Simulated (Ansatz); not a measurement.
`C#CB(F)F` + CH₃NH₂ → `CNB(F)F` + `C#C`  (ligand exchange at a B–C bond)

Computed with Ansatz on PBE0-D4/def2-TZVP structures; ΔE is electronic, products minus reactants. CCSD(T)/CBS is the MP2 limit (def2-TZVPP, def2-QZVPP) plus CCSD(T) − MP2 in def2-TZVPP, frozen cores. This one scheme is used for every species. DFT in def2-TZVPP. B3LYP here is the variant with VWN-RPA as its local correlation; programs differ in this. HSE06 is defined as in plane-wave codes. One conformer a species, not always the lowest.

Problem. Is it downhill or uphill in electronic energy at CCSD(T)/CBS, and by how much? (Estimate.)

Solution. Ansatz gave: Downhill: ΔE = -19.3 kcal/mol.

Problem. What do these levels give: BLYP-D4, r2SCANh-D4, HSE06-D4, BLYP, PBE0, B3LYP, r2SCAN0, HF/def2-SVP, CCSD/def2-TZVPP, MP2/def2-QZVPP, MP2/CBS(def2), CCSD/CBS(def2)? (Best estimate.)

Solution. Computed: BLYP-D4 -18.1, r2SCANh-D4 -19.2, HSE06-D4 -18.9, BLYP -17.3, PBE0 -18.7, B3LYP -18.7, r2SCAN0 -19.7, HF/def2-SVP -21.9, CCSD/def2-TZVPP -19.6, MP2/def2-QZVPP -19.1, MP2/CBS(def2) -19.2, CCSD/CBS(def2) -19.8 kcal/mol.

Largest T1 diagnostic among the species: 0.014.

Leaving LDA and LC-ωPBE aside and taking each functional with its dispersion term where it has one, the values, not all of them listed here, spread over 3.3 kcal/mol, from CAM-B3LYP-D4 to revPBE-D4. LDA lies −3.3 kcal/mol from PBE without D4. At CCSD(T), def2-SVP lies −1.7 kcal/mol from the extrapolated value and def2-TZVPP +0.1 kcal/mol. In def2-TZVPP, CCSD(T) changes the Hartree–Fock value by +1.0 kcal/mol (the triples alone add +0.4 kcal/mol) and MP2 by +1.1 kcal/mol.
